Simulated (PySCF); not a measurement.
AlH₂Br, SMILES [AlH2][Br]. Atoms are numbered in the order given.

```xyz
4

Al     0.0000     0.0000     1.5578
H      0.0000     1.3910     2.2846
H      0.0000    -1.3910     2.2846
Br     0.0000     0.0000    -0.7092
```
Charge 0, spin multiplicity 1.

The structure is a stationary point at B3LYP-D3(BJ)/def2-TZVP.

These are ωB97X/def2-TZVPD in PySCF values and carry that method's errors.

Mulliken values depend strongly on the basis, most of all with diffuse functions as here. ESP charges are fitted to the potential on shells at 1.4 to 2.0 van der Waals radii. Atomic charges (e):

```json
[
 {"atom": "Al1", "IAO": "0.75", "Mulliken": "0.48", "ESP fit": "0.75"},
 {"atom": "H2", "IAO": "-0.22", "Mulliken": "-0.13", "ESP fit": "-0.23"},
 {"atom": "H3", "IAO": "-0.22", "Mulliken": "-0.13", "ESP fit": "-0.23"},
 {"atom": "Br4", "IAO": "-0.31", "Mulliken": "-0.22", "ESP fit": "-0.29"}
]
```
